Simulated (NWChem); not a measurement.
# CF2 in NWChem

```xyz
3

F      1.0291     0.0000    -0.1980
C      0.0000     0.0000     0.5940
F     -1.0291     0.0000    -0.1980
```
Charge 0, spin multiplicity 1.

All runs are NWChem calculations. All single points use one geometry, from B3LYP/def2-SVP, a minimum by its harmonic frequencies.

Symmetry labels belong to the abelian group C2v used in the runs, with the axes of the coordinates shown.

The structure started from a generated list of species.

### Question
List the lowest 4 singlet excitations that CIS/def2-SVPD gives, with oscillator strengths.

### Answer
```json
[
 {"state": "1", "symmetry": "b2", "energy (eV)": "5.18", "wavelength (nm)": "239", "f": "0.064"},
 {"state": "2", "symmetry": "a1", "energy (eV)": "10.98", "wavelength (nm)": "113", "f": "0.007"},
 {"state": "3", "symmetry": "b1", "energy (eV)": "11.51", "wavelength (nm)": "108", "f": "0.135"},
 {"state": "4", "symmetry": "a1", "energy (eV)": "12.15", "wavelength (nm)": "102", "f": "0.294"}
]
```
